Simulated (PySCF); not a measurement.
SrCl, SMILES [Cl][Sr+], charge +1. Atoms are numbered in the order given.

```xyz
2

Sr     0.0000     0.0000    -0.7645
Cl     0.0000     0.0000     1.7088
```
Charge +1, spin multiplicity 1.

Coordinates come from a r2SCAN-D4/def2-TZVPD optimisation. The multiplicity is an assumed one; other spin states were not compared. The def2 effective core potentials stand for the cores of Sr; spin–orbit coupling is left out.

Method: TDDFT-M06-2X/def2-TZVPD (PySCF).

Vertical excitations; the highest root listed may be one member of a degenerate set. Isolated molecule, no solvent. State labels are in the subgroup C2v.

Computed UV-visible absorptions:
| state | symmetry | energy (eV) | λ (nm) | f | main pairs |
|---|---|---|---|---|---|
| S1 | B2 | 4.65 | 266 | 0.012 | HOMO→LUMO (degenerate set) |
| S2 | B1 | 4.65 | 266 | 0.012 | HOMO−1→LUMO (degenerate set) |
| S3 | A1 | 5.07 | 245 | 0.015 | HOMO−2→LUMO 93 % |
| S4 | B1 | 6.08 | 204 | 0.000 | HOMO−1→LUMO+3, HOMO→LUMO+4 (degenerate set) |
| S5 | B2 | 6.08 | 204 | 0.000 | HOMO→LUMO+3, HOMO−1→LUMO+4 (degenerate set) |
| S6 | B2 | 6.12 | 203 | 0.010 | HOMO−1→LUMO+4, HOMO→LUMO+3 (degenerate set) |
| S7 | B1 | 6.12 | 203 | 0.010 | HOMO→LUMO+4, HOMO−1→LUMO+3 (degenerate set) |
| S8 | A2 | 6.25 | 198 | 0.000 | HOMO−1→LUMO+2 34 %, HOMO→LUMO+1 34 %, HOMO−1→LUMO+7 15 %, HOMO→LUMO+6 15 % |
| S9 | A1 | 6.35 | 195 | 0.000 | HOMO−2→LUMO+3 37 %, HOMO→LUMO+2 22 %, HOMO−1→LUMO+1 22 %, HOMO→LUMO+7 9 % |
| S10 | A2 | 6.35 | 195 | 0.000 | HOMO−2→LUMO+4 38 %, HOMO→LUMO+1 22 %, HOMO−1→LUMO+2 22 %, HOMO→LUMO+6 8 % |
| T1 | B1 | 4.68 | 265 | 0 | HOMO−1→LUMO (degenerate set) |
| T2 | B2 | 4.68 | 265 | 0 | HOMO→LUMO (degenerate set) |
| T3 | A1 | 4.97 | 249 | 0 | HOMO−2→LUMO 93 % |
| T4 | A1 | 6.06 | 204 | 0 | HOMO→LUMO+2 28 %, HOMO−1→LUMO+1 28 %, HOMO→LUMO+7 20 %, HOMO−1→LUMO+6 20 % |
Triplets are in the Tamm–Dancoff approximation, which puts them higher than full response would, so one can lie above its singlet here.
